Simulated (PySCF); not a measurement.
Choosing a molecule for a target property.

Species are written as SMILES; each is one conformer at its optimised geometry, gas phase, non-relativistic unless stated; the electronic structure was computed with PySCF and density fitting.

The conformers computed, where there is a choice (atom-mapped SMILES and torsion angles):
- `[CH2:1]=[CH:2][c:3]1[cH:4][n:5][n:6][n:7][c:8]1[CH3:9]`: C1–C2–C3–C4 -30°
- `[CH3:1][C:2]#[C:3][P:4]([CH3:5])[CH2:6][PH2:7]`: C3–P4–C6–P7 -75°, H–P7–C6–P4 47°, H–P7–C6–P4 -45°
- `[CH3:1][CH2:2][C@@H:3]1[CH2:4][P@H:5]1=[O:6]`: C1–C2–C3–C4 -74°
- `[CH:1]#[C:2]/[P:3]=[C:4](\[F:5])[N:6]([CH3:7])[CH3:8]`: P3–C4–N6–C7 6°
- `[CH2:1]=[CH:2][CH2:3][P:4]([PH2:5])[CH:6]=[CH2:7]`: C1–C2–C3–P4 -106°, C2–C3–P4–P5 71°, C3–P4–C6–C7 -123°, H–P5–P4–C3 -173°, H–P5–P4–C3 -81°
- `[CH:1]#[C:2][CH2:3][P:4]([CH3:5])[CH2:6][PH2:7]`: C2–C3–P4–C5 66°, C3–P4–C6–P7 -57°, H–P7–C6–P4 -89°, H–P7–C6–P4 179°
- `[CH:1]#[C:2][CH2:3][n:4]1[cH:5][c:6]([CH3:7])[n:8][n:9]1`: C2–C3–N4–C5 -53°
- `[CH3:1]/[CH:2]=[P:3]\[CH2:4][O:5][CH3:6]`: C2–P3–C4–O5 61°, P3–C4–O5–C6 68°

(1) Wanted: static isotropic polarisability above 89 au (CAM-B3LYP/def2-SVPD) and HOMO energy above -7.4 eV (CAM-B3LYP/def2-SVPD), at GFN2-xTB geometries. Which candidate meets both?
A. `CC1=PC(F)=CS1`
B. `C#C/P=C(\F)N(C)C`
C. `C=Cc1cnnnc1C`
D. `CC#CP(C)CP`
E. `CC[C@@H]1C[P@H]1=O`

(2) Wanted: HOMO–LUMO gap above 9.2 eV (CAM-B3LYP/def2-SVPD) and dipole moment above 4.4 D (CAM-B3LYP/def2-SVPD), at GFN2-xTB geometries. Which candidate meets both?
A. `C#CCn1cc(C)nn1`
B. `C=CCP(P)C=C`
C. `C#CCP(C)CP`
D. `CC[C@@H]1C[P@H]1=O`
E. `C=CC1=C(C)N=NN=C1`
F. `CC1=PC(F)=CS1`
G. `CC#CP(C)CP`

(3) Wanted: lowest triplet excitation (Tamm–Dancoff) between 5 eV and 5.6 eV (TDA CAM-B3LYP/def2-SVPD) and lowest singlet excitation above 5.4 eV (TDDFT CAM-B3LYP/def2-SVPD), at GFN2-xTB geometries. Which candidate meets both?
A. `CC[C@@H]1C[P@H]1=O`
B. `CP(CC#C)CP`
C. `Cc1pc(F)cs1`
D. `C/C=P\COC`
E. `C=CC1=C(C)N=NN=C1`
F. `C=CCP(P)C=C`
G. `CC#CP(C)CP`

(4) Wanted: electronic spatial extent ⟨r²⟩ about the centre of nuclear charge above 1440 bohr² (CAM-B3LYP/def2-SVPD) and smallest rotational constant below 1.05 GHz (GFN2-xTB), at GFN2-xTB geometries. Which candidate meets both?
A. `CC[C@@H]1C[P@H]1=O`
B. `P(/COC)=C/C`
C. `Cc1pc(F)cs1`
D. `C#CCP(C)CP`
E. `C=CC1=C(C)N=NN=C1`
F. `CC#CP(C)CP`

## Answers

(1) B. Computed values:
```csv
species,static isotropic polarisability,HOMO energy
CC[C@@H]1C[P@H]1=O,72.2 au,-8.51 eV
CC1=PC(F)=CS1,87.7 au,-8.20 eV
C=Cc1cnnnc1C,90.4 au,-8.36 eV
C#C/P=C(\F)N(C)C,102.6 au,-6.87 eV
CC#CP(C)CP,112.7 au,-7.84 eV
```

(2) D. Computed values:
```
           species  HOMO–LUMO gap  dipole moment
 C=CC1=C(C)N=NN=C1        7.20 eV         5.86 D
     CC1=PC(F)=CS1        7.70 eV         2.37 D
       C=CCP(P)C=C        8.25 eV         0.63 D
        CC#CP(C)CP        8.84 eV         1.88 D
        C#CCP(C)CP        8.99 eV         1.34 D
    C#CCn1cc(C)nn1        9.36 eV         4.31 D
CC[C@@H]1C[P@H]1=O        9.74 eV         4.47 D
```

(3) B. Computed values:
```
           species  lowest triplet excitation (Tamm–Dancoff)  lowest singlet excitation
 C=CC1=C(C)N=NN=C1                                   2.60 eV                    3.46 eV
         C/C=P\COC                                   2.71 eV                    4.12 eV
       Cc1pc(F)cs1                                   3.00 eV                    4.91 eV
       C=CCP(P)C=C                                   4.04 eV                    5.33 eV
        CC#CP(C)CP                                   4.83 eV                    5.46 eV
        CP(CC#C)CP                                   5.27 eV                    6.21 eV
CC[C@@H]1C[P@H]1=O                                   5.88 eV                    6.37 eV
```

(4) F. Computed values:
```
           species  electronic spatial extent ⟨r²⟩ about the centre of nuclear charge  smallest rotational constant
       P(/COC)=C/C                                                          813 bohr²                     1.649 GHz
CC[C@@H]1C[P@H]1=O                                                          885 bohr²                     1.411 GHz
       Cc1pc(F)cs1                                                         1015 bohr²                     1.076 GHz
 C=CC1=C(C)N=NN=C1                                                         1128 bohr²                     1.019 GHz
        C#CCP(C)CP                                                         1374 bohr²                     0.903 GHz
        CC#CP(C)CP                                                         1508 bohr²                     0.776 GHz
```
